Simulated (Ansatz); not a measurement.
Computed with frozen-core CCSD(T)/def2-TZVPP // TPSS-D3(BJ)/def2-SVP (Ansatz, a first-principles code). The restricted HF reference is unstable towards unrestricted orbitals. Warnings of the run: large_difference.

Ansatz 0.2 input:
```yaml
crystal:
  periodic: [false, false, false]
  atoms:
    - { symbol: Cr, position_ang: [-0.010397, 0.11436, -0.015155] }
    - { symbol: O, position_ang: [-0.231527, 1.236496, 1.041262] }
    - { symbol: O, position_ang: [-0.306359, -1.263384, 0.646574] }
    - { symbol: Cl, position_ang: [-1.352517, 0.410717, -1.641466] }
    - { symbol: Cl, position_ang: [2.016365, 0.155769, -0.667447] }
basis:
  gaussian: { orbitals: def2-TZVPP }
correlation:
  method: ccsd_t
```

Output:

```
Functional definition: HF
1373 factors; integrals over basis functions are off by at most 6.8e-4 eV
mean field evaluation 1: about -57443.1337 eV, gradient 1.2e2 eV
mean field evaluation 2: about -57443.4757 eV, gradient 1.2e2 eV
mean field evaluation 4: about -57461.3250 eV, gradient 7.3e1 eV
mean field evaluation 8: about -57467.8429 eV, gradient 1.4e0 eV
mean field evaluation 16: about -57467.9015 eV, gradient 9.1e-4 eV
mean field evaluation 32: about -57467.9006 eV, gradient 4.5e-1 eV
mean field evaluation 64: about -57461.5158 eV, gradient 1.1e1 eV
mean field evaluation 96: about -57443.2712 eV, gradient 8.1e1 eV
mean field evaluation 128: about -57463.3981 eV, gradient 7.6e-1 eV
mean field evaluation 160: about -57462.3413 eV, gradient 7.0e-1 eV
mean field evaluation 192: about -57463.4534 eV, gradient 8.0e-1 eV
mean field evaluation 224: about -57461.8913 eV, gradient 5.2e-2 eV
mean field evaluation 256: about -57462.2736 eV, gradient 1.2e1 eV
mean field evaluation 288: about -57461.9071 eV, gradient 4.5e-2 eV
mean field evaluation 320: about -57459.6912 eV, gradient 1.5e-2 eV
mean field evaluation 352: about -57458.9685 eV, gradient 1.6e0 eV
mean field evaluation 384: about -57415.0136 eV, gradient 1.8e2 eV
mean field evaluation 416: about -57455.0964 eV, gradient 7.0e0 eV
mean field evaluation 448: about -57456.6041 eV, gradient 3.7e-2 eV
mean field -57467.90152046 eV, -2111.9064277340 hartree, gradient 2.1e-6 eV, S^2 0.000000; 0 other end points of the search recorded, 0 dependent functions left out; unrestricted orbitals would lower it
mean field evaluation 480: about -57471.2828 eV, gradient 2.0e-2 eV
mean field evaluation 512: about -57467.9015 eV, gradient 2.1e-3 eV
mean field evaluation 544: about -57467.9015 eV, gradient 5.0e-3 eV
mean field evaluation 576: about -57471.2828 eV, gradient 1.2e-2 eV
mean field evaluation 608: about -57470.9570 eV, gradient 7.0e0 eV
mean field evaluation 640: about -57467.4504 eV, gradient 2.5e0 eV
mean field evaluation 672: about -57467.9681 eV, gradient 2.4e0 eV
mean field evaluation 704: about -57470.4242 eV, gradient 1.7e-1 eV
mean field evaluation 736: about -57468.3064 eV, gradient 2.0e1 eV
mean field evaluation 768: about -57467.9015 eV, gradient 1.3e-2 eV
mean field evaluation 800: about -57471.2281 eV, gradient 2.7e0 eV
mean field evaluation 832: about -57471.2783 eV, gradient 2.9e-1 eV
mean field evaluation 864: about -57464.6402 eV, gradient 7.6e0 eV
mean field evaluation 896: about -57467.9015 eV, gradient 6.3e-3 eV
mean field evaluation 928: about -57467.8673 eV, gradient 2.1e0 eV
mean field evaluation 960: about -57467.9015 eV, gradient 5.5e-5 eV
unrestricted determinant -57471.28281385 eV, -2112.0306879742 hartree, S^2 1.7887
17 core orbitals not correlated
reference -57467.90152046 eV, -2111.9064277340 hartree; 20, 20 occupied and 173, 173 virtual orbitals, 1373 factors
second order -50.15921085 eV of doubles, -0.00000000 eV of singles
cycle   1  -32.40644485 eV  change     1.8e1 eV  update   7.7e-1
cycle   2  -41.83420133 eV  change    -9.4e0 eV  update    1.2e0
cycle   3  -43.16582390 eV  change    -1.3e0 eV  update   1.3e-1
cycle   4  -43.01441707 eV  change    1.5e-1 eV  update   8.6e-2
cycle   5  -42.95593632 eV  change    5.8e-2 eV  update   3.0e-2
cycle   6  -43.01798319 eV  change   -6.2e-2 eV  update   1.5e-2
cycle   7  -43.05171063 eV  change   -3.4e-2 eV  update   7.4e-3
cycle   8  -43.03571791 eV  change    1.6e-2 eV  update   4.2e-3
cycle   9  -43.02951773 eV  change    6.2e-3 eV  update   1.7e-3
cycle  10  -43.02973587 eV  change   -2.2e-4 eV  update   8.3e-4
cycle  11  -43.03039827 eV  change   -6.6e-4 eV  update   5.6e-4
cycle  12  -43.03070898 eV  change   -3.1e-4 eV  update   3.2e-4
cycle  13  -43.03051100 eV  change    2.0e-4 eV  update   2.1e-4
cycle  14  -43.03084006 eV  change   -3.3e-4 eV  update   1.3e-4
cycle  15  -43.03092583 eV  change   -8.6e-5 eV  update   7.5e-5
cycle  16  -43.03084321 eV  change    8.3e-5 eV  update   4.5e-5
cycle  17  -43.03095863 eV  change   -1.2e-4 eV  update   3.2e-5
cycle  18  -43.03091699 eV  change    4.2e-5 eV  update   1.6e-5
perturbative correction -3.71854237 eV, -0.1366539116 hartree
WARN: the results are in doubt because among natural orbitals full CI differs from the method by -0.089 eV
Total energy: -57514.65097981 eV, -2113.6244386775 hartree
In doubt: among natural orbitals full CI differs from the method by -0.089 eV
```

Cost: around 5 core-minutes (rough).
